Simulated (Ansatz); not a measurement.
Stepwise reaction of `[Cl][Zr]12345678([Cl])([C@H]9[C@@H]1[C@@H]2[C@@H]3[C@H]94)[C@H]1[C@@H]5[C@@H]6[C@@H]7[C@H]18` with water, as a gas-phase model of exchange steps in deposition or etching. ΔE in kJ/mol.

Gas-phase electronic energies from Ansatz, PBE0-D4/def2-TZVP geometries. CCSD(T)/CBS is the MP2 limit (def2-TZVPP, def2-QZVPP) plus CCSD(T) − MP2 in def2-TZVPP, frozen cores. This one scheme is used for every species. Functionals use def2-TZVPP. B3LYP here is the variant with VWN-RPA as its local correlation; programs differ in this. def2 core potentials past Kr. For Zr outer-core shells are correlated without core-valence functions, which leaves a few kJ/mol of doubt a bond. One conformer a species, not always the lowest.

| step | reaction | PBE-D4 | B3LYP-D4 | ωB97M-V | CCSD(T)/CBS |
| --- | --- | --- | --- | --- | --- |
| 1 | `[Cl][Zr]12345678([Cl])([C@H]9[C@@H]1[C@@H]2[C@@H]3[C@H]94)[C@H]1[C@@H]5[C@@H]6[C@@H]7[C@H]18` + H₂O → `[OH][Zr]12345678([Cl])([C@H]9[C@@H]1[C@@H]2[C@@H]3[C@H]94)[C@H]1[C@@H]5[C@@H]6[C@@H]7[C@H]18` + HCl | 51.1 | 51.3 | 53.6 | 61.1 |
| 2 | `[OH][Zr]12345678([Cl])([C@H]9[C@@H]1[C@@H]2[C@@H]3[C@H]94)[C@H]1[C@@H]5[C@@H]6[C@@H]7[C@H]18` + H₂O → `[OH][Zr]12345678([OH])([C@H]9[C@@H]1[C@@H]2[C@@H]3[C@H]94)[C@H]1[C@@H]5[C@@H]6[C@@H]7[C@H]18` + HCl | 59.8 | 59.6 | 62.8 | 68.3 |

(1) By hand: ΔE of the 2 steps together at CCSD(T)/CBS.

Answers

(1) (61.1) + (68.3) = 129.4 kJ/mol, or 64.7 kJ/mol a step.

In ΔE each step is higher than the one before. All are uphill at CCSD(T)/CBS. PBE-D4 differs from CCSD(T)/CBS by -10.0 to -8.5 kJ/mol a step. Only this route is followed, and other bonds may react first. Isolated molecules leave out the surface, adducts and barriers. Largest T1 diagnostic: 0.013.
